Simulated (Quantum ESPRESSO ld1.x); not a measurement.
These are the eigenvalues of the occupied orbitals of an atom or ion with whole-number occupations (hartree). Calculated with ld1.x of Quantum ESPRESSO 7.5: scalar-relativistic Kohn-Sham, LDA (Slater exchange, Perdew-Zunger correlation), spin-polarised, spherical densities, point nucleus.

orbital  eigenvalue
1s up    -1061.4715
1s down  -1061.4599
2s up     -194.7332
2s down   -194.2963
2p up     -179.3738
2p down   -179.0348
3s up      -65.5494
3s down    -65.0670
3p up      -60.5834
3p down    -60.0885
3d up      -53.6257

Which element is it, and in what charge state? The configuration may be excited. Open shells, if any, are filled with parallel spins first.

Answer. Z = 49, indium, charge +27: In27+ in [Ar] 3d4. The list shows which subshells hold electrons but not how many an open one holds; the 1s level, -1061.5 hartree, gives Z - s = 46.1 by -(Z - s)^2/2, which with screening and relativity narrows Z to a few neighbours, and the depths of the outer levels then fix element, charge and occupations together.
